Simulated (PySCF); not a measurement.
Compound: [Rh(H2O)6]3+ (charge +3 and singlet state).
Bonds: Rh1–O2, Rh1–O5, Rh1–O8, Rh1–O11, Rh1–O14, Rh1–O17. Hydrogens: H3, H4 on O2; H6, H7 on O5; H9, H10 on O8; H12, H13 on O11; H15, H16 on O14; H18, H19 on O17.
The ion is multiply charged and has no counter-ions or solvent.

Method: PBE0-D3(BJ)/def2-SVP geometry optimisation, gas phase, def2 core potentials past Kr in PySCF; density fitting, grid level 1; the optimiser is geomeTRIC in internal coordinates, started from a GFN2-xTB structure with every atom displaced at random (about 0.03 Å).

Step 0: E = -15432.6404 eV
```
atom  x, y, z in Å  |  force x, y, z in eV/Å
Rh1     0.0423   -0.0829    0.0222   -1.981   3.226  -0.751
O2     -0.0725    0.0893    2.0329    2.469  -1.531   1.018
H3     -0.2591    0.9807    2.3921    0.116   0.062   0.158
H4      0.7416   -0.3189    2.5526   -2.301   1.173  -0.854
O5     -0.1515   -0.1976   -2.0611   -0.305   1.949   2.077
H6      0.0155   -1.0324   -2.4359    0.422  -2.331  -1.365
H7      0.1487    0.5023   -2.6612    0.059   0.133  -0.337
O8      2.0812   -0.0179    0.0483   -2.646   0.949   4.165
H9      2.4986    0.6404    0.6612    0.203  -0.551  -0.788
H10     2.5495   -0.1680   -0.7153    2.587  -0.464  -3.352
O11    -2.0768    0.0548    0.0230    1.100  -0.156  -3.371
H12    -2.5342   -0.2464    0.7886   -1.263  -0.652   1.445
H13    -2.5884   -0.2101   -0.8370    0.945   0.544   1.995
O14    -0.1712    2.0437    0.0511    4.284  -0.898  -0.880
H15    -1.0386    2.3606   -0.0261   -2.746   1.094  -0.325
H16     0.4431    2.6393   -0.5019   -1.230  -0.828   1.095
O17     0.0725   -2.0149    0.0114   -0.342  -2.605   1.071
H18    -0.6668   -2.5425    0.4646    0.925   0.737  -0.740
H19     0.9033   -2.4861    0.2752   -0.297   0.148  -0.260
```

Step 1: E = -15433.4740 eV
```
atom  x, y, z in Å  |  force x, y, z in eV/Å
Rh1     0.0066   -0.0202    0.0183   -0.502   0.923   0.048
O2     -0.0908    0.0829    2.0547    0.219   0.099  -0.088
H3     -0.2796    0.9624    2.4457   -0.007  -0.036   0.015
H4      0.6191   -0.3120    2.6030   -0.149  -0.055   0.037
O5     -0.1609   -0.1676   -2.0328    0.183   0.009   0.462
H6     -0.0051   -1.0382   -2.4431   -0.029  -0.126  -0.173
H7      0.1318    0.5238   -2.6561   -0.034   0.010  -0.107
O8      2.0562    0.0273    0.0583   -0.005  -0.285  -0.376
H9      2.6790    0.5542    0.5932   -0.177   0.201   0.313
H10     2.5364   -0.1829   -0.7604    0.160  -0.109  -0.169
O11    -2.0423    0.0616    0.0035    0.381  -0.181  -0.059
H12    -2.5488   -0.2455    0.7789   -0.175  -0.018   0.081
H13    -2.5278   -0.1968   -0.8072   -0.033   0.027   0.022
O14    -0.1698    2.0472    0.0158    0.173  -0.515  -0.081
H15    -1.0779    2.3905   -0.0754   -0.173   0.105  -0.002
H16     0.4152    2.6417   -0.4924    0.085   0.068   0.085
O17     0.0929   -2.0495    0.0366    0.082  -0.370   0.307
H18    -0.6224   -2.5783    0.4558    0.046   0.131  -0.182
H19     0.9255   -2.5073    0.2879   -0.047   0.123  -0.134
```

Q: Estimate the geometry and energy of step 2. (The exact step hangs on the optimiser's Hessian estimate; all steps are aligned on step 1, rigid shifts and turns removed.)

A: E = -15433.5252 eV, largest force 0.401 eV/Å
```
atom  x, y, z in Å  |  force x, y, z in eV/Å
Rh1    -0.0005   -0.0058    0.0117    0.025  -0.109  -0.151
O2     -0.0961    0.1123    2.0463   -0.015   0.299  -0.175
H3     -0.2796    0.9933    2.4355   -0.030  -0.036  -0.001
H4      0.5801   -0.2934    2.6151    0.128  -0.270   0.215
O5     -0.1551   -0.1856   -2.0184    0.196  -0.149  -0.039
H6     -0.0213   -1.0661   -2.4322   -0.073   0.127   0.063
H7      0.1351    0.4912   -2.6614   -0.072   0.003  -0.012
O8      2.0487    0.0027    0.0118   -0.230   0.036   0.029
H9      2.5249    0.6185    0.6035    0.233  -0.124  -0.181
H10     2.5939   -0.1877   -0.7818   -0.001   0.141   0.249
O11    -2.0263    0.0539    0.0153   -0.033  -0.136   0.375
H12    -2.5442   -0.2469    0.7933    0.033   0.082  -0.091
H13    -2.5180   -0.1994   -0.7870   -0.122  -0.011  -0.220
O14    -0.1381    2.0245    0.0348   -0.348  -0.026  -0.067
H15    -1.0447    2.3952   -0.0460    0.141  -0.007   0.017
H16     0.4593    2.6249   -0.4463    0.165   0.141  -0.032
O17     0.0988   -2.0506    0.0199    0.091   0.071   0.098
H18    -0.6151   -2.5853    0.4166   -0.118  -0.072  -0.029
H19     0.9357   -2.5021    0.2537    0.031   0.040  -0.049
```

The energy changes by -0.0512 eV. The first-order estimate −F·Δx gives -0.1451 eV and the mean of the old and new forces, exact on a quadratic surface, -0.0460 eV. The step makes an angle of 68° with the force vector and moves no atom by more than 0.167 Å.

The cost below is that of the whole optimisation. The run took 10 min of wall time on one thread of an Intel Xeon Platinum 8175M at 2.50 GHz, shared host, and the process peaked at 0.76 GiB of memory.
